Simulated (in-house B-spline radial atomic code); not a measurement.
Bi. Computed with a B-spline radial atomic code. Model: non-relativistic spherical atom: semilocal Troullier-Martins pseudo-atom, one channel per l, against all electrons, high spin, G0W0 and RPA with empty states to l = 8, local potential for every l without a channel, a model core (radius 0 = none) keeps its share of the functional.

The core holds an angular momentum without a channel of its own, so the local potential lets valence electrons into it.

Without relativity these are model numbers for so heavy an element.

What the tables leave out is listed at the end.

The pseudopotential gives back the lowest level of each angular momentum of its own functional in the configuration it was made in; a second state of the same l is only approximately right. Exact exchange, RPA and GW see the smooth pseudo-orbitals and miss the exchange with the core, for which the functional's share stands in. The column with an uncorrelated core keeps all orbitals and exact exchange, and so separates missing core correlation from pseudisation. Only the three outermost levels and the lowest empty one were computed. RPA here is direct RPA, with no exchange kernel, and its energies carry an (l + 1/2)⁻⁴ tail. A hybrid on a potential with a model core restores only its own semilocal share of the core's exchange.

Command:
```bash
python run_psgw.py task.json out
```
Settings (lengths in bohr, energies in hartree):
```
Z                      83
electrons              83
configuration          [Xe] 4f14 5d10 6s2 6p3
generated_in           [Xe] 4f14 5d10 6s2 6p3
functional             lda,vwn
core_shells            12
radius_factor          1
core_correction        True
```

Cost of the run: 63 s on 1 thread of Arm Neoverse N1, on a shared host.

Given: made with LDA VWN5; model core radius 0.891 bohr; local radius 1.25 bohr; mean-field start LDA VWN5.

Valence shells of the generating configuration: 5d, 6s, 6p.

Channel: s 2.098, p 2.525, d 1.025 (radii in bohr).

Computed: largest level miss in the spin-unpolarised generating configuration 0 eV; valence RPA correlation energy pseudo -1.1837 hartree; all-electron RPA polarisability, core included 45.563 bohr³; pseudo-atom RPA polarisability 45.508 bohr³.

| level | occupied | mean-field all-electron (eV) | mean-field pseudo minus all (eV) | G0W0 all-electron (eV) | G0W0 uncorrelated core minus all (eV) | G0W0 pseudo minus all (eV) | exchange self-energy all-electron (eV) | exchange self-energy pseudo (eV) |
| --- | --- | --- | --- | --- | --- | --- | --- | --- |
| 6p up | 1 | -5.402 | -0.004 | -8.602 | 0.034 | -0.337 | -14.262 | -13.54 |
| 6s down | 1 | -10.643 | 0.013 | -13.558 | 0.089 | -0.53 | -14.652 | -12.763 |
| 6p down (empty) | 0 | -3.9604 | 0.009 | -1.435 | 0.044 | -0.336 | -4.3089 | -3.5793 |

Question: What is the valence RPA correlation energy all-electron orbitals?

Answer: -0.77805 hartree.

Given: mean-field start PBE0.

Computed: valence RPA correlation energy all-electron orbitals -0.73211 hartree; valence RPA correlation energy pseudo -1.129 hartree; all-electron RPA polarisability, core included 39.225 bohr³.

| level | occupied | mean-field all-electron (eV) | mean-field pseudo minus all (eV) | G0W0 all-electron (eV) | G0W0 uncorrelated core minus all (eV) | G0W0 pseudo minus all (eV) | exchange self-energy all-electron (eV) | exchange self-energy pseudo (eV) |
| --- | --- | --- | --- | --- | --- | --- | --- | --- |
| 6p up | 1 | -6.3458 | -0.116 | -8.8507 | 0.037 | -0.292 | -14.214 | -13.887 |
| 6s down | 1 | -11.005 | -0.017 | -13.66 | 0.097 | -0.412 | -14.381 | -12.769 |
| 6p down (empty) | 0 | -2.7085 | -0.061 | -1.1708 | 0.044 | -0.158 | -3.9672 | -3.5124 |

Question: What is the pseudo-atom RPA polarisability?

Answer: 37.413 bohr³.

Among the listed levels the largest G0W0 shift of the pseudo-atom is -0.53 eV, for 6s down on the LDA VWN5 start, while leaving the core uncorrelated moves that level by +0.09 eV. So pseudisation and the lost core exchange, not the missing core correlation, make the error. Not in the tables (levels of low weight, unsolved or above zero; the highest and the empty levels are kept at any weight): on LDA the G0W0 levels 6s up (pseudo minus all -0.05 eV, weights 0.06 and 0.07); on PBE0 the G0W0 levels 6s up (pseudo minus all -0.88 eV, weights 0.03 and 0.12); no Hartree-Fock pseudo-atom is run with a model core.
